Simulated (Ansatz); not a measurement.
`Cc1cc(-c2sc(-c3sc(C(F)(F)F)cc3C)cc2C)sc1-c1cc(C)c(-c2cc(C)c(-c3cc(C)c(C(F)(F)F)s3)s2)s1`, relaxed as a singlet with RKS PBE-D4/def2-SVP in Ansatz, starting from the GFN2-xTB geometry. Force threshold 0.03 eV/Å.

Single mean-field runs in def2-SVP are fitted with def2-universal-jkfit.

Start:

Cartesian coordinates in Å:
```
C -1.692 -2.749 1.670
C -1.685 -1.314 2.073
C -2.848 -0.618 2.431
C -2.653 0.708 2.743
C -3.656 1.692 2.966
S -5.316 1.280 2.617
C -5.831 2.917 2.900
C -7.193 3.298 2.678
S -8.471 2.135 2.893
C -9.644 3.303 2.407
C -11.088 2.965 2.365
F -11.811 3.941 1.793
F -11.349 1.842 1.673
F -11.621 2.773 3.589
C -9.078 4.507 2.099
C -7.677 4.516 2.244
C -6.839 5.703 1.901
C -4.769 3.698 3.283
C -3.538 3.023 3.324
C -2.263 3.695 3.703
S -0.960 1.103 2.650
C -0.560 -0.507 2.109
C 0.764 -0.748 1.654
C 1.828 0.125 1.713
C 2.964 -0.287 1.005
C 4.209 0.526 0.912
C 2.778 -1.510 0.382
C 3.600 -2.200 -0.551
C 3.356 -3.436 -1.108
C 4.241 -3.798 -2.132
C 4.156 -5.107 -2.844
C 5.188 -2.821 -2.376
C 6.189 -2.758 -3.394
C 6.206 -3.372 -4.624
C 7.313 -3.028 -5.422
C 7.544 -3.533 -6.806
C 8.143 -2.148 -4.774
C 9.391 -1.561 -5.315
F 10.010 -0.747 -4.452
F 9.180 -0.835 -6.435
F 10.296 -2.500 -5.668
S 7.578 -1.729 -3.195
S 5.000 -1.475 -1.285
S 1.197 -2.162 0.737
H -1.463 -2.851 0.609
H -2.671 -3.183 1.856
H -0.943 -3.314 2.223
H -3.825 -1.070 2.439
H -9.648 5.355 1.763
H -6.629 6.300 2.789
H -7.365 6.332 1.188
H -5.892 5.388 1.467
H -4.869 4.732 3.556
H -1.596 3.768 2.844
H -1.743 3.134 4.478
H -2.467 4.698 4.070
H 1.769 1.060 2.243
H 4.163 1.361 1.606
H 5.088 -0.077 1.138
H 4.332 0.921 -0.098
H 2.540 -4.058 -0.784
H 5.150 -5.481 -3.079
H 3.596 -5.004 -3.773
H 3.640 -5.832 -2.219
H 5.425 -4.021 -4.970
H 7.559 -2.704 -7.513
H 8.504 -4.043 -6.872
H 6.756 -4.223 -7.093
```

```json
{"step": "1", "energy (eV)": "-114750.4464", "largest force component (eV/Å)": "0.801", "SCF passes": "24"}
{"step": "2", "energy (eV)": "-114750.9323", "largest force component (eV/Å)": "0.277", "SCF passes": "21"}
{"step": "3", "energy (eV)": "-114750.9836", "largest force component (eV/Å)": "0.170", "SCF passes": "21"}
{"step": "4", "energy (eV)": "-114751.0011", "largest force component (eV/Å)": "0.066", "SCF passes": "21"}
{"step": "5", "energy (eV)": "-114751.0106", "largest force component (eV/Å)": "0.079", "SCF passes": "20"}
{"step": "6", "energy (eV)": "-114751.0238", "largest force component (eV/Å)": "0.101", "SCF passes": "20"}
{"step": "7", "energy (eV)": "-114751.0331", "largest force component (eV/Å)": "0.158", "SCF passes": "20"}
{"step": "8", "energy (eV)": "-114751.0415", "largest force component (eV/Å)": "0.113", "SCF passes": "20"}
{"step": "9", "energy (eV)": "-114751.0545", "largest force component (eV/Å)": "0.062", "SCF passes": "20"}
{"step": "10", "energy (eV)": "-114751.0601", "largest force component (eV/Å)": "0.112", "SCF passes": "20"}
{"step": "11", "energy (eV)": "-114751.0693", "largest force component (eV/Å)": "0.124", "SCF passes": "20"}
{"step": "13", "energy (eV)": "-114751.0801", "largest force component (eV/Å)": "0.131", "SCF passes": "21"}
{"step": "15", "energy (eV)": "-114751.0960", "largest force component (eV/Å)": "0.180", "SCF passes": "21"}
{"step": "17", "energy (eV)": "-114751.1061", "largest force component (eV/Å)": "0.230", "SCF passes": "22"}
{"step": "19", "energy (eV)": "-114751.1203", "largest force component (eV/Å)": "0.206", "SCF passes": "21"}
{"step": "21", "energy (eV)": "-114751.1286", "largest force component (eV/Å)": "0.137", "SCF passes": "21"}
{"step": "23", "energy (eV)": "-114751.1399", "largest force component (eV/Å)": "0.062", "SCF passes": "20"}
{"step": "25", "energy (eV)": "-114751.1447", "largest force component (eV/Å)": "0.103", "SCF passes": "20"}
{"step": "27", "energy (eV)": "-114751.1479", "largest force component (eV/Å)": "0.044", "SCF passes": "22"}
{"step": "29", "energy (eV)": "-114751.1506", "largest force component (eV/Å)": "0.053", "SCF passes": "20"}
{"step": "31", "energy (eV)": "-114751.1515", "largest force component (eV/Å)": "0.022", "SCF passes": "21"}
{"step": "33", "energy (eV)": "-114751.1518", "largest force component (eV/Å)": "0.018", "SCF passes": "21"}
```

Force components are those of the run's own axes.

End:

Cartesian coordinates in Å:
```
C -2.258 -1.967 -0.248
C -2.204 -0.605 0.382
C -3.321 0.009 1.001
C -3.078 1.277 1.536
C -4.012 2.145 2.205
S -5.702 1.676 2.255
C -6.148 3.093 3.180
C -7.519 3.293 3.593
S -8.566 1.901 3.794
C -9.909 2.913 4.221
C -11.248 2.327 4.538
F -12.143 3.305 4.811
F -11.739 1.593 3.507
F -11.203 1.500 5.612
C -9.558 4.250 4.225
C -8.199 4.490 3.867
C -7.598 5.862 3.768
C -5.026 3.890 3.401
C -3.817 3.375 2.859
C -2.494 4.073 2.997
S -1.402 1.717 1.264
C -1.056 0.210 0.437
C 0.278 -0.008 -0.057
C 1.359 0.877 -0.020
C 2.562 0.380 -0.580
C 3.832 1.178 -0.641
C 2.415 -0.934 -1.064
C 3.362 -1.818 -1.691
C 3.173 -3.152 -2.065
C 4.297 -3.772 -2.669
C 4.311 -5.207 -3.110
C 5.388 -2.893 -2.766
C 6.717 -3.132 -3.282
C 7.153 -4.063 -4.227
C 8.550 -4.006 -4.502
C 9.261 -4.907 -5.472
C 9.171 -3.013 -3.751
C 10.615 -2.630 -3.783
F 10.896 -1.681 -2.858
F 10.987 -2.136 -4.995
F 11.425 -3.693 -3.542
S 8.065 -2.174 -2.707
S 4.987 -1.315 -2.120
S 0.775 -1.508 -0.818
H -1.960 -1.939 -1.318
H -3.282 -2.384 -0.193
H -1.575 -2.682 0.256
H -4.306 -0.476 1.060
H -10.276 5.046 4.467
H -7.007 6.122 4.672
H -8.387 6.631 3.662
H -6.915 5.944 2.898
H -5.060 4.818 3.986
H -2.090 4.391 2.012
H -1.727 3.419 3.461
H -2.593 4.979 3.626
H 1.279 1.886 0.409
H 3.705 2.157 -0.141
H 4.675 0.651 -0.146
H 4.148 1.372 -1.688
H 2.227 -3.683 -1.885
H 5.273 -5.700 -2.864
H 4.167 -5.302 -4.208
H 3.495 -5.776 -2.624
H 6.473 -4.748 -4.748
H 10.024 -4.356 -6.055
H 9.787 -5.727 -4.941
H 8.547 -5.368 -6.182
```

By distances, no bond broke or formed. The bond that changes most is C34–H65, from 1.07 to 1.10 Å (atoms count from 1).

The force fell under the threshold at step 28, but the optimiser went on and released 0.002 eV more. No frequencies were taken in this run, so the end may be a saddle point.

Run time 2.8 min (4 threads of AMD EPYC 7R13 on a shared host and a share (37 GiB) of an NVIDIA H100 80GB HBM3), peak host memory 1.3 GiB.
